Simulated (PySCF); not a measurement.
**Bond length, frequency and bond energy of CeSi by level of theory**

State: quintet, about 1.1 electrons in the 4f shell (Mulliken), real f orbitals that mix terms. Set-up: basis Ce x2c-SVPall, Si x2c-SVPall; spin-free X2C with a Gaussian nucleus; PySCF 2.14. De refers to Ce (4f1 5d1 6s2) + Si in their high-spin ground configurations, without counterpoise correction. The functionals are run spin-unrestricted. A positive dipole means Ce(−)Si(+). Levels whose curve was spin-contaminated or gave no clean fit are not listed.

```json
{"Level": "ROHF", "Re (Å)": "2.608", "ωe (cm⁻¹)": "364", "De (eV)": "n/a", "μ (D)": "-5.77"}
{"Level": "ROHF-MP2", "Re (Å)": "2.545", "ωe (cm⁻¹)": "369", "De (eV)": "n/a", "μ (D)": "n/a"}
{"Level": "ROHF-SCS-MP2", "Re (Å)": "2.563", "ωe (cm⁻¹)": "361", "De (eV)": "n/a", "μ (D)": "n/a"}
{"Level": "PBE", "Re (Å)": "2.563", "ωe (cm⁻¹)": "337", "De (eV)": "3.32", "μ (D)": "-4.30"}
{"Level": "r²SCAN", "Re (Å)": "2.562", "ωe (cm⁻¹)": "338", "De (eV)": "3.01", "μ (D)": "-4.69"}
{"Level": "PBE0", "Re (Å)": "2.540", "ωe (cm⁻¹)": "363", "De (eV)": "2.84", "μ (D)": "-4.62"}
{"Level": "M06-2X", "Re (Å)": "2.552", "ωe (cm⁻¹)": "364", "De (eV)": "2.26", "μ (D)": "-4.63"}
```

(1) What does second-order correlation do here, going from ROHF to ROHF-MP2?

Correlated steps freeze 23 core orbitals. Spin–orbit coupling is left out, which matters for elements this heavy, above all for dissociation energies. With d or f electrons several states lie close, and the lowest PBE0 determinant need not be the measured ground state.

The whole job (state search and all levels along the bond) took about 21 min on 2 threads of Intel Xeon Platinum 8375C @ 2.90GHz (shared host), peak memory 3.1 GiB.

## Answers

(1) ROHF-MP2 less ROHF: -6.3 pm in Re, +1.4 % in ωe. Correlation nearly always deepens the well. The bond shortens, as in weak, metallic or heavy-atom bonds, where dispersion and the correlation of outer-core electrons pull the atoms together.
